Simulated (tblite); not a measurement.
Isomers of C4H13O2PSi2. Level: GFN2-xTB in tblite, geometry and Hessian alike; calculated harmonic values, unscaled, isolated species. The method is semi-empirical: single wavenumbers can be off by several per cent or more. Modes of hydrogen on phosphorus and silicon can be 10 to 20 % off. One conformer each.

Electronic energies: GFN2-xTB at the same geometries; isomer energies are rough at this level and their order can be wrong.

| SMILES | electronic energy, lowest = 0 (kcal/mol) |
| --- | --- |
| CO[C@@H]1C[Si@@](C)(P)O[SiH2]1 | 0.8 |
| C[Si@@]1(P)C[C@H](CO)[SiH2]O1 | 0.0 |
| CC(=O)O[Si@@H](P)[SiH](C)C | 17.8 |

Question: How do GFN2-xTB zero-point energies change the relative energies?

Answer: 
```tsv
SMILES	ZPE (kcal/mol)	of it from modes above 1550 cm⁻¹	electronic (kcal/mol)	with ZPE, lowest = 0 (kcal/mol)	lowest mode (cm⁻¹)	rings
C[Si@@]1(P)C[C@H](CO)[SiH2]O1	102.0	52.4	0.0	0.0	37	1
CO[C@@H]1C[Si@@](C)(P)O[SiH2]1	101.7	51.6	0.8	0.6	53	1
CC(=O)O[Si@@H](P)[SiH](C)C	99.6	54.3	17.8	15.4	30	0
```

The zero-point energies span 2.4 kcal/mol, from `CC(=O)O[Si@@H](P)[SiH](C)C` to `C[Si@@]1(P)C[C@H](CO)[SiH2]O1`. The order is unchanged.

Question: What do entropy and thermal enthalpy add at 298.15 K and 1 bar (rigid rotor, harmonic oscillator, one conformer each)?

Answer: 
```
                        SMILES  point group  symmetry number  S (cal/(mol K))  H − H(0) (kcal/mol)  ZPE + H − H(0) − TS (kcal/mol)
 C[Si@@]1(P)C[C@H](CO)[SiH2]O1           C1                1            119.2                 9.32                            75.7
CO[C@@H]1C[Si@@](C)(P)O[SiH2]1           C1                1            116.9                 9.25                            76.1
    CC(=O)O[Si@@H](P)[SiH](C)C           C1                1            129.5                10.45                            71.4
```
